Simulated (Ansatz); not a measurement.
A structure relaxed at PBE0-D4/def2-TZVP, charge 0, multiplicity 1:

Cartesian coordinates in Å:
```
O 1.206 1.047 -0.463
C -0.077 1.006 0.096
In -0.647 -1.033 0.582
Br 0.706 -2.300 -1.131
H 1.308 0.313 -1.083
H -0.844 1.416 -0.574
H -0.070 1.613 1.003
H -1.584 -2.061 1.570
```

(1) Give its formula and SMILES.

(2) Summarise the bond lengths by kind.

Answers

(1) CH4BrInO, `O[CH2][InH][Br]`.

(2) 1 × C–O 1.400 Å; 1 × H–O 0.966 Å; 1 × C–In 2.171 Å; 2 × C–H 1.091 to 1.099 Å; 1 × Br–In 2.524 Å; 1 × H–In 1.706 Å.

Program: Ansatz 0.2.0.
